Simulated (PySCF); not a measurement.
A GIAO shielding run with PySCF 2.14 (density fitting, non-relativistic, gas phase) on `O([C@@H]1C(=C)C1)C(F)F`, C$_{5}$H$_{6}$F$_{2}$O:

```
{"job": {"kind": "nmr", "xc": "mPW1PW91", "basis": "pcSseg-1", "pop": false}, "charge": 0, "multiplicity": 1}
C      1.815068     0.713944     0.756310
C      1.056751    -0.238841     0.242073
C      0.915706    -1.426612    -0.603750
C     -0.287430    -0.795734     0.058187
O     -1.211324    -0.168228    -0.783783
C     -1.859571     0.880348    -0.222047
F     -1.080666     1.983277    -0.205038
F     -2.922523     1.144365    -0.980751
H      1.375423     1.520757     1.349028
H      2.895891     0.732668     0.589212
H      1.244046    -2.408840    -0.246156
H      0.996440    -1.280769    -1.687034
H     -0.754217    -1.340781     0.891819
H     -2.182659     0.680884     0.818171
```

Hardware: 1 thread of an Arm Neoverse V1, shared host.

Task: How large is the calculation?

Result: 62 electrons, 166 basis functions and 858 auxiliary functions.

Task: How long does it take?

Result: 17 s of wall time, with 14 SCF cycles and 5 response iterations. Times on a shared host scatter by some tens of per cent.

Task: And these other runs on the same molecule and hardware: GIAO shielding at PBE0/pcSseg-1; spin–spin coupling at B3LYP/pcJ-1?

Result: PBE0/pcSseg-1: 166 functions, 21 s; B3LYP/pcJ-1: 276 functions, 79 s.
